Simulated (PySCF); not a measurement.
Give a GFN2-xTB geometry of `C[C@H](C#N)[C@@H](C)Cl`.

```xyz
15
C5H8ClN angstrom
C      1.8908   -0.4491   -0.1029
C      0.4948    0.0679   -0.4655
C      0.5245    1.5144   -0.4715
N      0.5729    2.6561   -0.4658
C     -0.5858   -0.4045    0.5186
C     -1.9632    0.1357    0.1761
Cl    -0.6489   -2.2007    0.4916
H      1.8982   -1.5357   -0.1175
H      2.6246   -0.0820   -0.8166
H      2.1747   -0.1094    0.8910
H      0.2274   -0.2693   -1.4744
H     -0.3037   -0.1312    1.5394
H     -1.9463    1.2241    0.1948
H     -2.2668   -0.1926   -0.8160
H     -2.6977   -0.2157    0.8968
```

Orientation and origin are arbitrary. Atoms count from 1 in this order. Of the pairs four or more bonds apart, C3···H13 is among the closest relative to their van der Waals radii: 2.58 Å, 89 % of the sum of Bondi's values. The C–C distances run from 1.447 Å (C2–C3, drawn single) to 1.536 Å (C2–C5, drawn single), a spread of 0.089 Å.

Bonds between heavy atoms (Å): C1–C2 1.532, C2–C3 1.447, C3≡N4 1.143, C2–C5 1.536, C5–C6 1.519, C5–Cl7 1.798.

Computed geometry: GFN2-xTB, gas phase.

Point group: C1 (no symmetry element, even within 0.4 Å). No GFN2-xTB frequencies stand behind this structure, so it isn't proved a minimum. One conformer, not necessarily the lowest (C1–C2–C5–C6 179°).
